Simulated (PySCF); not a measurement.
Gas-phase reaction: 2 Ga(CH3)3 + 2 H → 2 GaH(CH3)2 + C2H6

Computed with PySCF and rigid-rotor harmonic-oscillator thermochemistry at 1 bar. † marks an energy on the PBE0/def2-TZVP geometry and frequencies; other levels use their own. MP2 and CCSD(T) freeze the core. 6-31G* has spherical d functions here. Open shells (unrestricted): H (multiplicity 2); the rest are closed-shell singlets. B3LYP is the form with VWN-RPA correlation. Ga: all electrons, no relativistic terms. Methyl groups turn as free rotors in Ga(CH3)3, GaH(CH3)2. GaH(CH3)2: computed as isolated molecules; such fragments, hydroxides, amides, oligomers or adducts are transient or little studied in the gas. MP2 isn't extrapolated to the basis-set limit; its ΔH°(298 K) is -383.6 kJ in def2-SVP and -376.6 kJ in def2-TZVPP. CCSD(T) isn't extrapolated to the basis-set limit. The harmonic model lacks anharmonicity and excited electronic states, which grow with temperature; levels with a mode under 35 cm⁻¹ are left out. Internal rotation in C2H6 is treated as a harmonic vibration of one conformer, which makes the entropy rough.

```json
[
 {"level": "B3LYP/6-31G*", "ΔE electronic, kJ": "-476", "ΔH°(298 K), kJ": "-441", "ΔS°(298 K), J/K": "-74", "ΔG°(600 K), kJ": "-393"},
 {"level": "B3LYP/def2-TZVP†", "ΔE electronic, kJ": "-468", "ΔH°(298 K), kJ": "-433", "ΔS°(298 K), J/K": "-75", "ΔG°(600 K), kJ": "-384"},
 {"level": "CCSD(T)/def2-SVP†", "ΔE electronic, kJ": "-450", "ΔH°(298 K), kJ": "-415", "ΔS°(298 K), J/K": "-75", "ΔG°(600 K), kJ": "-366"},
 {"level": "MP2/def2-TZVPP†", "ΔE electronic, kJ": "-412", "ΔH°(298 K), kJ": "-377", "ΔS°(298 K), J/K": "-75", "ΔG°(600 K), kJ": "-328"},
 {"level": "PBE/def2-SVP", "ΔE electronic, kJ": "-441", "ΔH°(298 K), kJ": "-407", "ΔS°(298 K), J/K": "-76", "ΔG°(600 K), kJ": "-358"},
 {"level": "PBE0/def2-QZVP†", "ΔE electronic, kJ": "-441", "ΔH°(298 K), kJ": "-406", "ΔS°(298 K), J/K": "-75", "ΔG°(600 K), kJ": "-357"},
 {"level": "PBE0/def2-SVP†", "ΔE electronic, kJ": "-444", "ΔH°(298 K), kJ": "-409", "ΔS°(298 K), J/K": "-75", "ΔG°(600 K), kJ": "-360"},
 {"level": "PBE0/def2-TZVP", "ΔE electronic, kJ": "-440", "ΔH°(298 K), kJ": "-405", "ΔS°(298 K), J/K": "-75", "ΔG°(600 K), kJ": "-356"},
 {"level": "r2SCAN/def2-TZVP†", "ΔE electronic, kJ": "-444", "ΔH°(298 K), kJ": "-409", "ΔS°(298 K), J/K": "-75", "ΔG°(600 K), kJ": "-360"},
 {"level": "LDA/def2-TZVP†", "ΔE electronic, kJ": "-470", "ΔH°(298 K), kJ": "-435", "ΔS°(298 K), J/K": "-75", "ΔG°(600 K), kJ": "-386"},
 {"level": "ωB97M-V/def2-TZVP†", "ΔE electronic, kJ": "-450", "ΔH°(298 K), kJ": "-415", "ΔS°(298 K), J/K": "-75", "ΔG°(600 K), kJ": "-366"}
]
```
ΔH° is lowest at B3LYP/6-31G* and highest at MP2/def2-TZVPP†. No reference value is set beside these.
